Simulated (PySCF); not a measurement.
CH2BNO3, SMILES O=C=NB(O)O. Heavy atoms are numbered as in [B:1]([N:2]=[C:3]=[O:4])([OH:5])[OH:7]. Hydrogens are named by the atom that carries them.

The structure is a stationary point at ωB97X-D3(BJ)/def2-SVP. This is a generated structure with no PubChem entry under its InChIKey; it may be hypothetical. Other conformers were not sampled.

Level of theory: PySCF with PBE/pcSseg-1.

GIAO shieldings, no solvent; atoms alike by connectivity are averaged. δ = σ(ref) − σ: ¹¹B against BF3 (σ = 83.9 ppm); ¹⁵N against NH3 (σ = 267.0 ppm); ¹³C against TMS (σ = 182.0 ppm); ¹⁷O against H2O (σ = 334.3 ppm); ¹H against TMS (σ = 31.49 ppm), references at their B3LYP-D3(BJ)/def2-TZVP geometries, non-relativistic.

| atoms | nucleus | count | δ (ppm) |
|---|---|---|---|
| B1 | ¹¹B | 1 | [?] |
| N2 | ¹⁵N | 1 | 58.0 |
| C3 | ¹³C | 1 | 118.3 |
| O4 | ¹⁷O | 1 | 143.1 |
| O5 (OH) | ¹⁷O | 2 | [?] |
| H on O5 | ¹H | 2 | [?] |

Q: What belongs in the gaps? (Estimate from the structure and the level; the computed values follow.)

A: 
- B1, δ (ppm): 2.2
- O5 (OH), δ (ppm): 125.7
- H on O5, δ (ppm): 3.80
